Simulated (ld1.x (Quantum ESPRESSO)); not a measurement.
# aluminium (Al) PAW: all-electron and pseudo phase curves

* Element: Al (Z = 13)
* Generator: ld1.x (Quantum ESPRESSO) 7.5
* Type: PAW
* Functional: PBE
* Relativity: scalar-relativistic
* Frozen core: [Ne]
* Valence charge: 3
* Reference configuration: 3s2 3p1
* Partial waves: 3s (bound): rcut 1.85, rcutus 2.35 bohr; 3s channel at 0.35 Ry: rcut 1.85, rcutus 2.35 bohr; 3p (bound): rcut 2.80, rcutus 3.15 bohr; 3p channel at 2.8 Ry: rcut 2.80, rcutus 3.15 bohr; 3d channel at -0.1 Ry: rcut 2.60, rcutus 3.80 bohr
* Local potential: all-electron potential smoothed inside 2.65 bohr (lloc = -1)
* Core correction: Bessel-smoothed model core inside 2.40 bohr
* Augmentation charge: PSQ, inside the norm-conserving radii

The phase is arctan(r·u′/u) with u = r·R(r), unwrapped; energies in Ry, scanned from -3 to 5 Ry. A pole is an energy at which the radial function vanishes at the test radius. The pseudo phase is shifted by a multiple of π to meet the all-electron one at the reference energy, and phase errors are pseudo minus all-electron; the curves can meet again beyond the range given. Levels narrower than the energy grid can be missing from the lists of poles.

```
channel  radius (bohr)  reference energy (Ry)  poles, all-electron  poles, pseudo  unbroken range about the reference energy with phases within 0.05 rad  phase error 1 Ry above the reference energy (rad)
      s           4.12                  -0.57          -0.42, 2.05    -0.42, 2.04                                                              below 3.4                                             -0.000
      p           4.12                  -0.20           0.11, 2.54     0.11, 2.54                                                              below 1.0                                             -0.012
      d           4.12                  -0.10           0.83, 3.04     0.87, 3.60                                                              below 1.2                                             +0.021
```

Phases in the s channel:

| E (Ry) | all-electron | pseudo |
| --- | --- | --- |
| -3.00 | 1.421 | 1.421 |
| -2.76 | 1.414 | 1.414 |
| -2.52 | 1.405 | 1.405 |
| -2.28 | 1.394 | 1.394 |
| -2.04 | 1.381 | 1.381 |
| -1.80 | 1.364 | 1.364 |
| -1.56 | 1.341 | 1.341 |
| -1.32 | 1.306 | 1.306 |
| -1.08 | 1.242 | 1.242 |
| -0.84 | 1.053 | 1.053 |
| -0.60 | -0.945 | -0.945 |
| -0.36 | -1.628 | -1.628 |
| -0.12 | -1.769 | -1.769 |
| 0.12 | -1.889 | -1.889 |
| 0.36 | -2.092 | -2.092 |
| 0.60 | -2.668 | -2.668 |
| 0.84 | -3.866 | -3.867 |
| 1.08 | -4.356 | -4.356 |
| 1.32 | -4.527 | -4.527 |
| 1.56 | -4.614 | -4.614 |
| 1.80 | -4.669 | -4.670 |
| 2.04 | -4.711 | -4.712 |
| 2.28 | -4.747 | -4.748 |
| 2.52 | -4.782 | -4.784 |
| 2.76 | -4.821 | -4.825 |
| 3.00 | -4.872 | -4.881 |
| 3.24 | -4.951 | -4.974 |
| 3.48 | -5.114 | -5.196 |
| 3.72 | -5.650 | -6.139 |
| 3.96 | -7.011 | -7.326 |
| 4.20 | -7.492 | -7.601 |
| 4.44 | -7.642 | -7.705 |
| 4.68 | -7.715 | -7.762 |
| 4.92 | -7.759 | -7.801 |
